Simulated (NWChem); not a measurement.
System meant: HfH3F; SMILES [HfH3][F]

The following NWChem deck was run.

```
start job
memory heap 200 mb stack 900 mb global 1100 mb
geometry units angstroms noautoz
  Hf     0.000000     0.000000     0.073551
  F      0.000000     0.000000    -1.814433
  H      1.685940     0.448106     0.678355
  H     -0.454898    -1.684120     0.678355
  H     -1.231041     1.236013     0.678355
end
basis spherical
  * library def2-svp
end
ecp
  Hf library def2-ecp
end
dft
  xc pbe0
  iterations 4
  mulliken
end
task dft energy
```

End of the output:

```
    Atom       Charge   Shell Charges
 -----------   ------   -------------------------------------------------------
    1 Hf  12    11.33   0.00  0.03  1.12  0.80  0.46  0.27  4.92  1.25  0.29  1.50  0.53  0.18
    2 F    9     9.11   1.98  1.02  0.77  3.19  2.15  0.00
    3 H    1     1.18   0.66  0.51  0.01
    4 H    1     1.18   0.66  0.51  0.01
    5 H    1     1.18   0.66  0.51  0.01

 center of mass
 --------------
 x =   0.00000000 y =  -0.00000000 z =   0.02294608

 moments of inertia (a.u.)
 ------------------
         241.721005016225          -0.000000000000           0.000000000000
          -0.000000000000         241.721005016225           0.000000000000
           0.000000000000           0.000000000000          32.857412874411

     Multipole analysis of the density
     ---------------------------------

     L   x y z        total         alpha         beta         nuclear
     -   - - -        -----         -----         ----         -------
     0   0 0 0      0.000000    -12.000000    -12.000000     24.000000

     1   1 0 0     -0.000000     -0.000000     -0.000000      0.000000
     1   0 1 0     -0.000000      0.000000      0.000000     -0.000000
     1   0 0 1      0.223864     10.355221     10.355221    -20.486579

     2   2 0 0    -25.399343    -20.850247    -20.850247     16.301150
     2   1 1 0     -0.000000     -0.000000     -0.000000      0.000000
     2   1 0 1     -0.000000     -0.000000     -0.000000      0.000000
     2   0 2 0    -25.399343    -20.850247    -20.850247     16.301150
     2   0 1 1     -0.000000     -0.000000     -0.000000     -0.000000
     2   0 0 2    -25.162119    -63.426940    -63.426940    101.691761

 ------------------------------------------------------------------------
 dft energy failed                                                                                  0
 ------------------------------------------------------------------------
 ------------------------------------------------------------------------
  current input line :
    21: task dft energy
 ------------------------------------------------------------------------
 ------------------------------------------------------------------------
 This type of error is most commonly associated with calculations not reaching convergence criteria
 ------------------------------------------------------------------------
 For more information see the NWChem manual at https://nwchemgit.github.io

0:dft energy failed:Received an Error in Communication
```

Can this run be used? If not, why, and what is the fix?

The run did not converge; its last values are not results. Cause: the SCF was allowed too few iterations. This input runs:
```
start job
memory heap 200 mb stack 900 mb global 1100 mb
geometry units angstroms noautoz
  Hf     0.000000     0.000000     0.073551
  F      0.000000     0.000000    -1.814433
  H      1.685940     0.448106     0.678355
  H     -0.454898    -1.684120     0.678355
  H     -1.231041     1.236013     0.678355
end
basis spherical
  Hf library def2-svp
  F library def2-svp
  H library def2-svp
end
ecp
  Hf library def2-ecp
end
dft
  xc pbe0
  iterations 150
  mulliken
end
task dft energy
```
It converges to -149.47629 Ha (PBE0/def2-SVP with def2 effective core potentials on Hf).
